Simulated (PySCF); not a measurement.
Members of one series of related molecules.

All values: CAM-B3LYP/def2-SVPD (PySCF) at PBE0-D3(BJ)/def2-SVP geometries, gas phase, one conformer each. Core orbitals are frozen in the response; Δα² is half the sum of the squared differences of the principal polarisabilities. Atoms past krypton carry effective core potentials.

Task: Rank by mean static polarisability, lowest first.
A. `[H][Al]([H])[I]`
B. `[H][Al]([H])[N]=C=S`
C. `[H][Al]([H])[NH2]`
D. `[H][Al]([H])[CH2]C`
E. `[H][Al]([H])[F]`
F. `[H][Al]([H])[C]#C`

Result: E (4.11 Å³), C (5.78 Å³), F (7.44 Å³), D (8.18 Å³), A (9.55 Å³), B (10.66 Å³).

Task: Rank by HOMO–LUMO gap, lowest first.
A. AlH2(CH2SiH3) (`[AlH2][CH2][SiH3]`)
B. AlH2(vinyl) (`C=[CH][AlH2]`)
C. AlH2(CCH) (`C#[C][AlH2]`)
D. AlH2(CN) (`N#[C][AlH2]`)
E. AlH2(SiH3) (`[AlH2][SiH3]`)
F. AlH2(SMe) (`C[S][AlH2]`)

Result: E (7.76 eV), F (8.07 eV), C (8.44 eV), B (8.73 eV), A (8.85 eV), D (9.01 eV).

All values together:

```
                 SMILES  formula  μ (D)  HOMO (eV)  LUMO (eV)  α (Å³)  Δα (Å³)  electrons  α per electron (Å³)  ΔSCF removal energy (eV)
      [H][Al]([H])[C]#C   C2H3Al   0.53      -9.37      -0.93    7.44     4.17         28                0.266                         –
     [H][Al]([H])[SiH3]   AlH5Si   0.22      -8.88      -1.12    9.46     3.31         32                0.296                         –
    [H][Al]([H])[N](C)C  C2H8AlN   0.88      -7.82       0.18    9.58     2.88         40                0.240                         –
        [H][Al]([H])[F]    AlFH2   1.60     -10.27      -0.52    4.11     0.73         24                0.171                         –
        [H][Al]([H])[I]    AlH2I   1.13      -8.87      -0.97    9.55     3.63         68                0.140                      9.95
     [H][Al]([H])[CH2]C   C2H7Al   0.80      -8.91      -0.45    8.18     1.84         32                0.256                         –
[H][Al]([H])[CH2][SiH3]  CH7AlSi   0.99      -9.43      -0.57   10.36     2.69         40                0.259                         –
       [H][Al]([H])[S]C   CH5AlS   1.51      -8.50      -0.43    9.56     3.41         40                0.239                         –
    [H][Al]([H])[N]=C=S  CH2AlNS   2.39      -8.64      -1.18   10.66     9.51         44                0.242                         –
      [H][Al]([H])[C]#N   CH2AlN   3.51     -10.65      -1.64    6.20     2.77         28                0.221                         –
      [H][Al]([H])[NH2]    AlH4N   1.15      -9.07       0.27    5.78     1.15         24                0.241                     10.18
     [H][Al]([H])[CH]=C   C2H5Al   0.82      -9.43      -0.70    8.08     3.77         30                0.269                         –
```

Conformers: `[H][Al]([H])[CH2]C`; `[H][Al]([H])[CH2][SiH3]`; `[H][Al]([H])[S]C`; `[H][Al]([H])[CH]=C`.

A dash marks a removal energy that wasn't run or isn't settled.

Task: How closely does the mean polarisability follow the number of electrons in this set?

Result: The correlation coefficient is 0.66; α per electron runs from 0.140 to 0.296 Å³.
